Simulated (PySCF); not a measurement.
Isomers of C8H18N2. Method used: PBE0-D3(BJ)/def2-SVP geometry optimisation, gas phase in PySCF 2.14.0. One conformer each; no zero-point energy, no entropy. No frequencies were run at this level. Point groups hold within 0.08 Å.

**Question.** Order them by energy at this level, lowest first, and give relative energies in kcal/mol.
A. `[CH3:1][CH2:2][C@H:3]([CH3:4])[N:5]([NH:6][CH3:7])[CH:8]1[CH2:9][CH2:10]1` with C1–C2–C3–C4 -171°, C2–C3–N5–N6 69°, C3–N5–N6–C7 -141°, C3–N5–C8–C9 142°
B. `[CH2:1]=[CH:2][N:3]([NH:4][CH2:5][CH2:6][CH3:7])[CH:8]([CH3:9])[CH3:10]` with C1–C2–N3–N4 -8°, C2–N3–N4–C5 88°, N3–N4–C5–C6 -177°, N4–C5–C6–C7 -178°, C2–N3–C8–C9 -52°
C. `[CH3:1][CH2:2][C:3]([CH3:4])([CH3:5])[NH:6][NH:7][CH:8]1[CH2:9][CH2:10]1` with C1–C2–C3–C4 54°, C2–C3–N6–N7 -67°, C3–N6–N7–C8 150°, N6–N7–C8–C9 81°

**Answer.** B (0.0), C (5.3), A (7.4).

As drawn, the lowest has a C=C bond outside aromatic rings, which the highest lacks; the highest has a three-membered ring, which the lowest lacks. Neighbours under 2.5 kcal/mol apart (CCC(C)(C)NNC1CC1 and CC[C@H](C)N(NC)C1CC1) can change places with a better method, another conformer or zero-point energy.

```
              SMILES      E (Eh)  E rel (kcal/mol)  dipole (D)  point group       A, B, C (MHz)
     C=CN(NCCC)C(C)C  -424.34687               0.0        0.74           C1  2024, 655.0, 577.3
    CCC(C)(C)NNC1CC1  -424.33837               5.3        1.35           C1  2566, 636.2, 598.0
CC[C@H](C)N(NC)C1CC1  -424.33514               7.4        1.23           C1  1476, 997.0, 909.8
```

**Question.** How do the relative energies change in single points at PBE0/pcSseg-1 (no added dispersion term) on the same geometries?

**Answer.** 
| SMILES | PBE0-D3(BJ)/def2-SVP (kcal/mol) | PBE0/pcSseg-1 (kcal/mol) | shift |
| --- | --- | --- | --- |
| C=CN(NCCC)C(C)C | 0.0 | 0.0 | 0.0 |
| CCC(C)(C)NNC1CC1 | 5.3 | 6.0 | +0.7 |
| CC[C@H](C)N(NC)C1CC1 | 7.4 | 9.0 | +1.6 |

Each column counts from its own lowest isomer. The order is unchanged; the largest shift is 1.6 kcal/mol.

**Question.** As an exercise, what shares would exp(−E/RT) give at 1000 K from these electronic energies alone (no entropy, no degeneracies)?

**Answer.** RT = 1.987 kcal/mol: C=CN(NCCC)C(C)C 91.5 %, CCC(C)(C)NNC1CC1 6.3 %, CC[C@H](C)N(NC)C1CC1 2.3 %.
